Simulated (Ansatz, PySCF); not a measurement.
Members of the series GeXY, Y = silyl; each row names its spin state. Gas-phase values, no solvent. One relaxed conformer stands for each flexible species; it need not be the lowest. Strings in code marks are SMILES.

Quantity: adiabatic spin-state energy, in kJ/mol.

Level 1: PBE/cc-pVTZ // PBE0-D3(BJ)/def2-TZVP (Ansatz, a quantum-chemistry and plane-wave program)
Level 2: r2SCAN/cc-pVTZ // PBE0-D3(BJ)/def2-TZVP (Ansatz)
Level 3: B3LYP/6-311+G** (LANL2DZ on Ge) // PBE0-D3(BJ)/def2-TZVP (PySCF)
Level 4: PBE/6-31G* // PBE0-D3(BJ)/def2-TZVP (PySCF)

```
species                                                     level 1  level 2  level 3  level 4
----------------------------------------------------------  -------  -------  -------  -------
`C=[CH][Ge][SiH3]`: multiplicity 3 minus multiplicity 1        77.6     56.3     77.1     82.1
`[SiH3][Ge][SH]`: multiplicity 3 minus multiplicity 1         122.9    105.9    113.8    124.9
`[C-]#[N+][Ge][SiH3]`: multiplicity 3 minus multiplicity 1    101.0     81.4     99.2    103.4
`[SiH3][GeH]`: multiplicity 3 minus multiplicity 1             69.6     46.6     63.1     71.8
`[SiH3][Ge][SiH3]`: multiplicity 3 minus multiplicity 1        51.6    29.54    39.17     52.4
`N#[C][Ge][SiH3]`: multiplicity 3 minus multiplicity 1         85.6     64.8     80.5     86.6
`O=[CH][Ge][SiH3]`: multiplicity 3 minus multiplicity 1        58.0     47.3     52.8     61.0
`[BH2][Ge][SiH3]`: multiplicity 3 minus multiplicity 1         73.3     53.9     49.6     69.5
```
